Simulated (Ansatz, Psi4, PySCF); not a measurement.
C2H3O, doublet, geometry from GFN2-xTB. Base run: CCSD(T)/def2-SVP in PySCF.

Input for PySCF:
```python
from pyscf import gto, scf, cc

mol = gto.M(
    atom='''
C     0.01087352    0.76232142   -0.35451736
O     0.03604346    0.06301074    0.80368470
C     0.04678985   -0.68289431   -0.41305190
H    -0.76746590    1.46394712   -0.59035908
H    -0.84981573   -1.26718433   -0.59441867
H     0.98295372   -1.17741137   -0.63928419
''',
    basis='def2-svp',
    spin=1,
    verbose=4,
)

mf = scf.UHF(mol)
mf.kernel()

mycc = cc.CCSD(mf)
mycc.kernel()
et = mycc.ccsd_t()
print('E(CCSD(T)) = %.10f' % (mycc.e_tot + et))
```

The same geometry, method and basis name were run in Ansatz (a program for electronic structure) and Psi4 and PySCF, at each program's defaults and at the settings that a row names. The base is PySCF at its defaults. Differences at the defaults can come from grids, fitting, cores and function types together.

```tsv
code and settings	ΔE vs base (µEh)	basis functions	E (Eh)	SCF cycles
PySCF, defaults (exact integrals, spherical functions, all electrons correlated)	0.0	57	-152.58939	14
Psi4, defaults (exact integrals, spherical functions, all electrons correlated)	0.0	57	-152.58939	17
Ansatz, defaults (factorised integrals, spherical functions, frozen core)	7598	57	-152.58179	-
PySCF, frozen core	7596	57	-152.58179	14
Psi4, exact integrals, spherical functions, frozen core	7596	57	-152.58179	17
Ansatz, high accuracy, frozen core	7596	57	-152.58179	-
```

Open shells are given as the SCF converged; they aren't shown to be the lowest states, and a large step between rows can be another state.
